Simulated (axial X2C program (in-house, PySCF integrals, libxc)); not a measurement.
## Levels of ZrN by electron attachment to ZrN⁺ (EOM-EA-CCSD)

Computed with an axial X2C code built on PySCF integrals: two-component X2C with atomic mean-field Coulomb and Gaunt terms, Gaussian nuclei, basis Zr dyall-acv3z, N dyall-av3z with contracted cores.

R = 1.672 Å (near the PBE0 minimum at charge 0 of the determinant lowest at the starting distance; the state shown can have its own minimum elsewhere).

Levels of ZrN obtained by attaching an electron to ZrN⁺:

| Ω | binding energy (eV) | above lowest (cm⁻¹) | attached spinor | one-particle weight |
| --- | --- | --- | --- | --- |
| 1/2 | 6.529 | 0 | 61% Zr sσ, 14% Zr pσ, 13% N pσ | 0.97 |
| 3/2 | 5.285 | 10034 | 94% Zr dδ | 0.96 |
| 5/2 | 5.207 | 10657 | 94% Zr dδ | 0.96 |
| 1/2 | 4.352 | 17557 | 63% Zr pπ, 22% Zr dπ, 13% N pπ | 0.98 |
| 3/2 | 4.291 | 18045 | 63% Zr pπ, 22% Zr dπ, 13% N pπ | 0.98 |
| 1/2 | 3.256 | 26395 | 41% Zr pσ, 38% Zr dσ, 11% N pσ | 0.98 |
| 1/2 | 2.129 | 35483 | 81% Zr sσ, 9% Zr pσ, 8% Zr dσ | 1.00 |
| 1/2 | 1.754 | 38514 | 82% Zr pπ, 10% Zr dπ | 0.99 |
| 3/2 | 1.736 | 38658 | 82% Zr pπ, 10% Zr dπ | 0.99 |

Question: What is the splitting of the first π pair in the table, and is it regular or inverted?

Answer: E(3/2) − E(1/2) = 18045 − 17557 = 488 cm⁻¹ at EOM-EA-CCSD: regular, Ω = 1/2 lower. Splittings at this level can be off by ten to twenty per cent.

This point took 22 s on 1 thread of Arm Neoverse V2, with other jobs on the host.

Reference electrons by ω block (each with its −ω partner): 1/2: 16, 3/2: 6, 5/2: 1. 16 electrons of ZrN⁺ correlated (inner shells frozen), 88 natural virtual spinors (a truncated set); levels can be off by some tenths of an eV. Roots sought by Ω: (1/2: 5, 3/2: 4, 5/2: 2, 7/2: 1); the list ends where they run out and leaves out roots under 60 % one-particle weight. The solver can skip a root, and states that need a further excitation, which the method places far too high, are missing though they may lie low or lowest. T1 of the reference 0.026 (Lee–Taylor). The reference was not checked to be the lowest state of its species. Number of frozen shells: Zr 3 s, 2 p, 1 d; N 1 s. Large amplitudes in the reference (orbital relaxation or multireference character) lower the reliability.
